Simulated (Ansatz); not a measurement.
Input for Ansatz (a quantum-chemistry and plane-wave program): R-PBE/def2-TZVPP on CH7GeN (SMILES C[NH][GeH3]), a point of a torsion scan.

Ansatz 0.2 input:
```yaml
crystal:
  periodic: [false, false, false]
  atoms:
    - {symbol: C, position_ang: [-1.37045599, 0.17091055, 0.29720723]}
    - {symbol: N, position_ang: [-0.30438299, -0.12806801, -0.64720387]}
    - {symbol: Ge, position_ang: [1.44361953, -0.02993438, -0.14864068]}
    - {symbol: H, position_ang: [-2.29623946, 0.37318565, -0.24515996]}
    - {symbol: H, position_ang: [-1.09897587, 1.06607634, 0.85514324]}
    - {symbol: H, position_ang: [-1.55821533, -0.63572470, 1.01425363]}
    - {symbol: H, position_ang: [-0.53964586, -0.95554378, -1.17963027]}
    - {symbol: H, position_ang: [1.61952716, -0.10707782, 1.34191032]}
    - {symbol: H, position_ang: [2.21084353, -1.10219285, -0.84836493]}
    - {symbol: H, position_ang: [1.94663866, 1.31695838, -0.57528136]}
basis:
  gaussian:
    orbitals: def2-TZVPP
hamiltonian:
  xc: {name: PBE}
scf: {lower_state_search: off}
```

The head of its log:

```
WARN ansatz: RAYON_NUM_THREADS=2 ignored (pool sized by the plan → 2); use --threads N
Functional definition: PBE
these checks for a lower state are left out or cut short: stability, starts, cluster_reference, orbital_swaps, neighbouring_geometries, increment
integrals: 0.11 GiB planned
1106 factors; their error is unknown
mean field: 0.86 GiB planned
mean field evaluation 1: about -59136.1540 eV, gradient 7.7e1 eV
mean field evaluation 2: about -59078.8813 eV, gradient 1.6e2 eV
```

Problem. What total energy does the run end on?

Solution. -2173.6424 hartree.
